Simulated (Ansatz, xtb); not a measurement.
## F2H4In2O2: 3 structures ranked

3 gas-phase structures of F2H4In2O2, from a drawn sample of its isomers (lower ones may exist). Each was relaxed with GFN2-xTB:

A. a singlet given by its coordinates
B. a singlet given by its coordinates
C. `[F][In@H-]1[OH+][In@@H-]([F])[OH+]1`, a singlet

B (Å):

```yaml
atoms:
  - { symbol: F, position_ang: [1.9249, -2.2148, -2.1606] }
  - { symbol: F, position_ang: [-0.1796, -3.3774, -0.5755] }
  - { symbol: In, position_ang: [1.0082, -1.6362, -0.2777] }
  - { symbol: In, position_ang: [-0.3142, -2.6697, -3.1201] }
  - { symbol: O, position_ang: [-0.7697, -1.5164, 1.3136] }
  - { symbol: O, position_ang: [-0.3468, -0.6076, -1.4318] }
  - { symbol: H, position_ang: [-1.3393, -1.0724, 0.6722] }
  - { symbol: H, position_ang: [-0.9739, -2.4540, 1.2005] }
  - { symbol: H, position_ang: [2.2955, -1.3416, 0.6805] }
  - { symbol: H, position_ang: [-0.0151, 0.2106, -1.7983] }
```

Close contacts (Å): F1–In3 2.17, F1–In4 2.48, F2–In3 2.13, In3–In4 3.30, In3–O5 2.39, In3–O6 2.06, In4–O6 2.67, In3–H9 1.63, O5–H7 0.97, O5–H8 0.97, O6–H10 0.96.

A (Å):

```xyz
10

F     1.2808   -0.7485   -1.5286
F     0.3613   -3.6981   -0.8400
In    0.2417    0.4940    0.5356
In   -0.2343   -2.1412   -1.9139
O    -1.3487   -1.0915   -0.5450
O     1.3012   -1.7579    1.1465
H    -2.2708   -1.3099   -0.4182
H     0.7243   -2.4221    0.7372
H     2.0873   -1.7721    0.5859
H    -0.7173   -2.1919   -3.4851
```

Close contacts (Å): F1–In4 2.09, F2–In4 1.98, In3–In4 3.63, In3–O5 2.49, In3–O6 2.56, In4–O5 2.05, In4–H10 1.64, O5–H7 0.96, O6–H8 0.97, O6–H9 0.97.

**Question.** Which do you expect lowest at r2SCAN-D4/def2-SVP, and how would the others follow?

**Answer.** Calculated order at r2SCAN-D4/def2-SVP: B (0.0), A (0.2), C (21.0) kcal/mol. Less than 1 kcal/mol parts B and A, so the order within that pair means little.

Energies above the lowest of each column, in kcal/mol:

```csv
structure,GFN2-xTB,HF/STO-3G,r2SCAN-D4/def2-SVP
B,6.6,85.3,0.0
A,0.0,82.7,0.2
C,55.9,0.0,21.0
```

r2SCAN-D4/def2-SVP puts B lowest, with A within 1 kcal/mol; HF/STO-3G picks C. Some further structures that were screened fall inside this span and aren't listed. Frequencies (GFN2-xTB) were run for C alone. Atoms past krypton carry core potentials in the def2 sets, without spin–orbit terms.

Programs: Ansatz 0.2.0, xtb 6.7.1.
